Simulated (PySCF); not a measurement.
Nb(NMe)(F)2(Cl) (CH₃ClF₂NNb), SMILES [Nb]([F])([Cl])(=[N]C)[F], multiplicity 1. Geometry: PBE-D3(BJ)/def2-SVP. The multiplicity is an assumed one; no other spin state was optimised. The structure was generated by enumeration; whether it is a known compound was not checked. The def2 effective core potentials stand for the cores of Nb; spin–orbit coupling is left out.

Computed equilibrium geometry at PBE-D3(BJ)/def2-SVP (PySCF confirms it by a frequency run) as bond lengths and angles, and its point group:
point group Cs.
Atoms: Nb1 N2 C3 H4 H5 H6 F7 F8 Cl9. Bonds (Å): Nb1–N2 1.750, Nb1–F7 1.882, Nb1–F8 1.882, Nb1–Cl9 2.320, N2–C3 1.422, C3–H4 1.113, C3–H5 1.113, C3–H6 1.113. Bond angles (°): N2–Nb1–F7 106.4, N2–Nb1–F8 106.4, N2–Nb1–Cl9 105.9, F7–Nb1–F8 112.7, F7–Nb1–Cl9 112.4, F8–Nb1–Cl9 112.4, Nb1–N2–C3 179.9, N2–C3–H4 111.2, N2–C3–H5 110.7, N2–C3–H6 111.2, H4–C3–H5 107.8, H4–C3–H6 108.1, H5–C3–H6 107.8.
Charge 0, spin multiplicity 1.
